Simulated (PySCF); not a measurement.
W(CH)(NH2)3, CH7N3W (singlet state).
SMILES: `[CH]#[W]([NH2])([NH2])[NH2]`

Level of theory: TDDFT wB97X-D/def2-SVPD, vertical, gas phase, core orbitals frozen in the response, def2 core potentials past Kr (PySCF). Geometry: PBE0-D3(BJ)/def2-SVP; no solvent, vibrations or thermal averaging. Spin–orbit coupling is left out.

Broadening: Gaussians 0.25 eV wide at half height, area fixed by f = 4.319×10⁻⁹ ∫ε dν̃. The width is an assumption, not a result. The curve ends short of the highest state used, and states not computed would add to its high-energy end.

E (eV), ε (L mol⁻¹ cm⁻¹) and a bar:
```
     4.15          0 
     4.20          0 
     4.26          0 
     4.31          0 
     4.36          0 
     4.41          0 
     4.46          0 
     4.51          0 
     4.56          1 
     4.61          2 
     4.66          5 
     4.72         11 
     4.77         20 
     4.82         33 
     4.87         65 #
     4.92        158 ##
     4.97        378 ######
     5.02        780 ############
     5.07       1316 ####################
     5.12       1791 ###########################
     5.18       1971 ##############################
     5.23       1784 ###########################
     5.28       1601 ########################
     5.33       1822 ############################
```

Question: Locate the maxima and give the states behind the curve.

Answer: 240 nm (5.17 eV), ε about 2000, made up of S4 (49%) and S5 (49%) (ε in L mol⁻¹ cm⁻¹; maxima over ε = 5, shares over 10%). At its high-energy end, 5.33 eV, the curve is still rising (ε about 1800, from S4, S5 and S7). The states used: S1 4.53 eV (f 0.0000); S2 4.85 eV (f 0.0001); S3 4.85 eV (f 0.0001); S4 5.16 eV (f 0.0090); S5 5.17 eV (f 0.0090); S6 5.35 eV (f 0.0000); S7 5.50 eV (f 0.041); S8 5.93 eV (f 0.080); S9 5.93 eV (f 0.080).

Question: On this curve, what absorbance would a 10⁻⁴ mol/L sample give at 254 nm over a 1 cm path?

Answer: 254 nm is 4.881 eV, where ε is about 79 L mol⁻¹ cm⁻¹, so A = ε c l ≈ 0.0079 (Beer–Lambert, with the gas-phase spectrum and the assumed width).

Question: Does any computed singlet lie in the visible range?

Answer: No computed singlet lies in the visible range (380 to 750 nm); the lowest, at 274 nm, stands 1.27 eV above its violet end (3.26 eV).

Question: Coming from long wavelengths, where does ε first pass 100 L mol⁻¹ cm⁻¹?

Answer: At about 253 nm (4.90 eV), 0.37 eV above S1.

All these states lie below the vertical ionisation energy of 8.48 eV (ΔSCF).
